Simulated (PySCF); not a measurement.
B(Cl)3(OH2), H2BCl3O, singlet at its PBE0/def2-SVP optimised geometry (Å):

```
7

B     -0.5138    -0.0559     0.0000
Cl    -1.2597    -1.2680    -1.1432
Cl    -1.2777     1.5637     0.0000
Cl     1.3117    -0.0559     0.0000
O     -0.8521    -0.7271     1.4743
H      0.0121    -0.9430     1.8678
H     -1.3117    -1.5637     1.2822
```

Level of theory: PBE0/def2-TZVP (PySCF).

Map of the log10 of the electron density (e/bohr³), floored at −4 on the plane z = 0.8 Å:

```
|0000000000000000000000000000000|
|0000000001111100000000000000000|
|0000001122222211000000000000000|
|0000012233443332100000000000000|
|0000123445555443210000000000000|
|0001234556666554321000000000000|
|0002345667777654322100000000000|
|0012345778888765432221110000000|
|0012456789998875433333221000000|
|0013456789999876544444332110000|
|0013456789998876555555543210000|
|0012456788888776556666654321000|
|0012345677888776667777765431000|
|0002345567777777778888776432100|
|0001234556778777788999876532100|
|0000123456788887788999876542100|
|0000123457899988788999876542100|
|0000123467899988778898876532100|
|0000123467899987777888765432000|
|0000123467899987666777655321000|
|0000123567888876555666544321000|
|0000123467887765544554433210000|
|0000123456776654433333322100000|
|0000012345555443322222211000000|
|0000012334444332211111100000000|
|0000001223333221100000000000000|
|0000000112221110000000000000000|
|0000000000000000000000000000000|
|0000000000000000000000000000000|
|0000000000000000000000000000000|
|0000000000000000000000000000000|
```
Scale: ten equal steps from -4.00 (start of '0') to -0.656 (end of '9'), in the order '0123456789'; x runs from -4.00 to 4.00, y from -4.00 (bottom) to 4.00 (top).
